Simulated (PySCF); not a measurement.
H3BCl2Si (SMILES [SiH3]B(Cl)Cl), singlet, at a GFN2-xTB geometry, with bond 2-1 at 1.8 times its length; CASSCF(6,4)/6-31G run with PySCF.

Here is a job for PySCF.
```python
from pyscf import gto, scf, mcscf
import numpy

mol = gto.Mole()
mol.atom = '''
    B     0.04848020   -0.04441678    0.05135318
    Cl    2.99289102   -0.47178941   -0.82782249
    Cl   -0.43548422   -0.82696048    1.50774796
    Si   -1.20355113    1.06832501   -1.03147852
    H    -2.48823462    1.28286215   -0.36199629
    H    -1.49271844    0.44329993   -2.32656424
    H    -0.64098808    2.38908219   -1.32889964
'''
mol.basis = '6-31g'
mol.verbose = 4
mol.build()

mf = scf.RHF(mol)
mf.kernel()
mc = mcscf.CASSCF(mf, 4, 6)
mc.fix_spin_(ss=0.0)
mc.kernel()
occ = numpy.linalg.eigvalsh(mc.fcisolver.make_rdm1(mc.ci, mc.ncas, mc.nelecas))[::-1]
ss = mc.fcisolver.spin_square(mc.ci, mc.ncas, mc.nelecas)[0]
print('natural occupations', occ.round(4), ' <S^2>', round(ss, 4))
```

Question: Predict the main parts of the log of this PySCF run.

Answer: 
```
PySCF version 2.14.0

[INPUT] verbose = 4
[INPUT] num. atoms = 7
[INPUT] num. electrons = 56
[INPUT] charge = 0
[INPUT] spin (= nelec alpha-beta = 2S) = 0
[INPUT] symmetry False subgroup None
[INPUT] Mole.unit = angstrom
[INPUT] Symbol           X                Y                Z      unit          X                Y                Z       unit  Magmom
[...]
nuclear repulsion = 193.465835062205
number of shells = 32
number of NR pGTOs = 172
number of NR cGTOs = 54
basis = 6-31g
ecp = {}

******** <class 'pyscf.scf.hf.RHF'> ********
method = RHF
initial guess = minao
damping factor = 0
level_shift factor = 0
DIIS = <class 'pyscf.scf.diis.CDIIS'>
diis_start_cycle = 1
diis_space = 8
diis_damp = 0
SCF conv_tol = 1e-09
SCF conv_tol_grad = None
SCF max_cycles = 50
direct_scf = True
direct_scf_tol = 1e-13
Set gradient conv threshold to 3.16228e-05
Initial guess from minao.
init E= -1234.09342274679
[...]
cycle= 1 E= -1233.97877147146  delta_E= 0.115  |g|= 0.529  |ddm|=    2
[...]
cycle= 2 E= -1234.06320434982  delta_E= -0.0844  |g|= 0.427  |ddm|= 1.48
[...]
cycle= 3 E= -1234.13158480223  delta_E= -0.0684  |g|= 0.0549  |ddm|= 0.595
[...]
cycle= 4 E= -1234.13433924306  delta_E= -0.00275  |g|= 0.0181  |ddm|= 0.152
[...]
cycle= 5 E= -1234.13469319002  delta_E= -0.000354  |g|= 0.00643  |ddm|= 0.0564
[...]
cycle= 6 E= -1234.13474484258  delta_E= -5.17e-05  |g|= 0.00264  |ddm|= 0.0201
[...]
cycle= 7 E= -1234.1347533805  delta_E= -8.54e-06  |g|= 0.000756  |ddm|= 0.0095
[...]
cycle= 8 E= -1234.1347541573  delta_E= -7.77e-07  |g|= 0.000211  |ddm|= 0.00313
[...]
cycle= 9 E= -1234.13475420138  delta_E= -4.41e-08  |g|= 4.72e-05  |ddm|= 0.000785
[...]
cycle= 10 E= -1234.13475420398  delta_E= -2.6e-09  |g|= 1.17e-05  |ddm|= 0.000177
[...]
cycle= 11 E= -1234.13475420419  delta_E= -2.18e-10  |g|= 3.26e-06  |ddm|= 5.28e-05
[...]
Extra cycle  E= -1234.13475420422  delta_E= -2.16e-11  |g|= 2.11e-06  |ddm|= 1.07e-05
converged SCF energy = -1234.13475420422

******** <class 'pyscf.mcscf.mc1step.CASSCF'> ********
CAS (3e+3e, 4o), ncore = 25, nvir = 25
max_cycle_macro = 50
max_cycle_micro = 4
conv_tol = 1e-07
conv_tol_grad = None
orbital rotation max_stepsize = 0.02
orbital rotation threshold for CI restart = 0.01
augmented hessian ah_max_cycle = 30
augmented hessian ah_conv_tol = 1e-12
augmented hessian ah_linear dependence = 1e-14
augmented hessian ah_level shift = 1e-08
augmented hessian ah_start_tol = 2.5
augmented hessian ah_start_cycle = 3
[...]
CASCI E = -1234.15365478356  S^2 = 0.0000000
[...]
macro iter  40 (  7 JK    2 micro), CASSCF E = -1234.17448915494  dE = -8.71366774e-06  S^2 = 0.0000000
               |grad[o]|=0.000431  |grad[c]|=0.00304  |ddm|=0.000267  |maxRot[o]|=0.0699
macro iter  41 (  7 JK    2 micro), CASSCF E = -1234.17449822536  dE = -9.07042431e-06  S^2 = 0.0000000
               |grad[o]|=0.000418  |grad[c]|=0.00289  |ddm|=0.000266  |maxRot[o]|=0.0699
macro iter  42 (  7 JK    2 micro), CASSCF E = -1234.17450727801  dE = -9.05264619e-06  S^2 = 0.0000000
               |grad[o]|=0.000402  |grad[c]|=0.00266  |ddm|=0.000279  |maxRot[o]|=0.0699
macro iter  43 (  7 JK    2 micro), CASSCF E = -1234.17451591273  dE = -8.63472042e-06  S^2 = 0.0000000
               |grad[o]|=0.000381  |grad[c]|=0.00234  |ddm|=0.000307  |maxRot[o]|=0.0699
macro iter  44 (  7 JK    2 micro), CASSCF E = -1234.17452374044  dE = -7.82771554e-06  S^2 = 0.0000000
               |grad[o]|=0.000355  |grad[c]|=0.00199  |ddm|=0.000337  |maxRot[o]|=0.0699
macro iter  45 (  7 JK    2 micro), CASSCF E = -1234.17453039620  dE = -6.65575044e-06  S^2 = 0.0000000
               |grad[o]|=0.000324  |grad[c]|=0.00161  |ddm|=0.000352  |maxRot[o]|=0.0699
macro iter  46 (  7 JK    2 micro), CASSCF E = -1234.17453559075  dE = -5.19455648e-06  S^2 = 0.0000000
               |grad[o]|=0.000291  |grad[c]|=0.00125  |ddm|=0.000341  |maxRot[o]|=0.0699
macro iter  47 (  7 JK    2 micro), CASSCF E = -1234.17453932413  dE = -3.73338139e-06  S^2 = 0.0000000
               |grad[o]|=0.000256  |grad[c]|=0.00105  |ddm|=0.000316  |maxRot[o]|=0.0699
macro iter  48 (  7 JK    2 micro), CASSCF E = -1234.17454186428  dE = -2.54015140e-06  S^2 = 0.0000000
               |grad[o]|=0.000223  |grad[c]|=0.00112  |ddm|=0.000291  |maxRot[o]|=0.0699
macro iter  49 (  7 JK    2 micro), CASSCF E = -1234.17454352347  dE = -1.65918118e-06  S^2 = 0.0000000
               |grad[o]|=0.000178  |grad[c]|=0.00137  |ddm|=0.000274  |maxRot[o]|=0.0699
macro iter  50 (  6 JK    1 micro), CASSCF E = -1234.17454464488  dE = -1.12141743e-06  S^2 = 0.0000000
               |grad[o]|=0.00013  |grad[c]|=0.00214  |ddm|=0.000328  |maxRot[o]|=0.0799
1-step CASSCF not converged,  50 macro (442 JK 116 micro) steps
CASSCF canonicalization
Density matrix diagonal elements [1.99942214 1.99872736 1.68219188 0.31965863]
CASSCF energy = -1234.17454464488
CASCI E = -1234.17454464488  E(CI) = -8.25514916608995  S^2 = 0.0000000
natural occupations [1.9998 1.9985 1.7304 0.2713]  <S^2> 0.0
```

Convergence was not reached.
